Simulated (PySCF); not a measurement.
**Fractional electron number in V²⁺ (vanadium, charge +2)**

The 3d alpha orbital of [Ar] 3d3 is emptied in steps (occupation f), with all orbitals relaxed, ending at [Ar] 3d2. All numbers are calculated (PySCF 2.14, the non-relativistic Hamiltonian (point nucleus), in def2-TZVP). The exact energy is a straight line in f; departures are measured from the line between the end points of the same method.

```csv
f,CAM-B3LYP (eV)
1,0.000
0.8,-0.616
0.6,-0.933
0.4,-0.942
0.2,-0.633
0,0.000
```

For CAM-B3LYP, how does the orbital energy at f = 1 compare with the removal energy?

−ε = 26.323 eV against a total-energy difference of 30.137 eV. By Janak's theorem ε = ∂E/∂f, so the gap between them reflects the curvature. Along the path −ε is 27.796 (f = 0.8), 29.317 (f = 0.6), 30.882 (f = 0.4), 32.485 (f = 0.2) eV.

Reference removal energy between the ground levels: 29.311 eV (measured; NIST Atomic Spectra Database, ionization energies). The calculation has no spin-orbit coupling. The determinant left behind need not be the lowest term of the ion.
